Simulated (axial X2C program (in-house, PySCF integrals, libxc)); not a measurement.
Excited states of YO⁻ by EOM-EE-CCSD

Calculated with an axial X2C code built on PySCF integrals: two-component X2C with atomic mean-field Coulomb and Gaunt terms, Gaussian nuclei, basis Y dyall-acv3z, O dyall-av3z with contracted cores.

R = 1.811 Å (near the PBE0 minimum at charge -1 of the determinant lowest at the starting distance; the state shown can have its own minimum elsewhere).

Vertical excitation energies from the closed-shell determinant state of YO⁻:

```json
{"Ω": "0⁻", "excitation (eV)": "1.042", "cm⁻¹": "8404", "hole of the leading pair": "74% Y sσ, 15% Y pσ", "particle of the leading pair": "77% Y pπ, 18% Y dπ", "weight of the pair (for Ω = 0 its time-reversed partner can hold as much again)": "0.49", "singles weight": "0.97"}
{"Ω": "0⁺", "excitation (eV)": "1.042", "cm⁻¹": "8406", "hole of the leading pair": "74% Y sσ, 15% Y pσ", "particle of the leading pair": "77% Y pπ, 18% Y dπ", "weight of the pair (for Ω = 0 its time-reversed partner can hold as much again)": "0.49", "singles weight": "0.97"}
{"Ω": "1", "excitation (eV)": "1.055", "cm⁻¹": "8511", "hole of the leading pair": "74% Y sσ, 15% Y pσ", "particle of the leading pair": "77% Y pπ, 18% Y dπ", "weight of the pair (for Ω = 0 its time-reversed partner can hold as much again)": "0.50", "singles weight": "0.97"}
{"Ω": "2", "excitation (eV)": "1.069", "cm⁻¹": "8618", "hole of the leading pair": "74% Y sσ, 15% Y pσ", "particle of the leading pair": "77% Y pπ, 18% Y dπ", "weight of the pair (for Ω = 0 its time-reversed partner can hold as much again)": "0.97", "singles weight": "0.97"}
{"Ω": "1", "excitation (eV)": "1.473", "cm⁻¹": "11880", "hole of the leading pair": "74% Y sσ, 15% Y pσ", "particle of the leading pair": "53% Y pσ, 33% Y sσ, 11% Y dσ", "weight of the pair (for Ω = 0 its time-reversed partner can hold as much again)": "0.96", "singles weight": "0.96"}
{"Ω": "0⁻", "excitation (eV)": "1.473", "cm⁻¹": "11880", "hole of the leading pair": "74% Y sσ, 15% Y pσ", "particle of the leading pair": "53% Y pσ, 33% Y sσ, 11% Y dσ", "weight of the pair (for Ω = 0 its time-reversed partner can hold as much again)": "0.48", "singles weight": "0.96"}
{"Ω": "1", "excitation (eV)": "1.616", "cm⁻¹": "13036", "hole of the leading pair": "74% Y sσ, 15% Y pσ", "particle of the leading pair": "97% Y pπ", "weight of the pair (for Ω = 0 its time-reversed partner can hold as much again)": "0.47", "singles weight": "0.93"}
{"Ω": "0⁺", "excitation (eV)": "1.664", "cm⁻¹": "13418", "hole of the leading pair": "74% Y sσ, 15% Y pσ", "particle of the leading pair": "81% Y pσ, 16% Y sσ", "weight of the pair (for Ω = 0 its time-reversed partner can hold as much again)": "0.47", "singles weight": "0.94"}
{"Ω": "0", "excitation (eV)": "1.790", "cm⁻¹": "14439", "hole of the leading pair": "74% Y sσ, 15% Y pσ", "particle of the leading pair": "94% Y pπ", "weight of the pair (for Ω = 0 its time-reversed partner can hold as much again)": "0.89", "singles weight": "0.95"}
{"Ω": "1", "excitation (eV)": "1.793", "cm⁻¹": "14462", "hole of the leading pair": "74% Y sσ, 15% Y pσ", "particle of the leading pair": "88% Y pπ", "weight of the pair (for Ω = 0 its time-reversed partner can hold as much again)": "0.51", "singles weight": "0.95"}
{"Ω": "2", "excitation (eV)": "1.797", "cm⁻¹": "14491", "hole of the leading pair": "74% Y sσ, 15% Y pσ", "particle of the leading pair": "96% Y pπ", "weight of the pair (for Ω = 0 its time-reversed partner can hold as much again)": "0.95", "singles weight": "0.95"}
```

This point took 52 s on 1 thread of Arm Neoverse V2, with other jobs on the host.

Reference electrons by ω block (each with its −ω partner): 1/2: 17, 3/2: 6, 5/2: 1. 18 electrons of YO⁻ correlated (inner shells frozen), 84 natural virtual spinors (a truncated set); levels can be off by some tenths of an eV. Roots sought by Ω: (0: 5, 1: 4, 2: 3, 3: 1); rows need 60 % singles weight and stop where some Ω has no more roots. Missing are any skipped roots, higher Ω and states of a further excitation; these come out far too high here and may in truth be low or lowest. T1 of the reference 0.029 (Lee–Taylor). The highest Hartree–Fock level of the anion lies at -0.96 eV; relaxation, partly offset by correlation, puts the detachment threshold some tenths of an eV to over one eV lower in magnitude, and states above it are held by the basis set and are not bound; that holds for every row here. Number of frozen shells: Y 3 s, 2 p, 1 d; O 1 s. Large amplitudes in the reference (orbital relaxation or multireference character) lower the reliability.
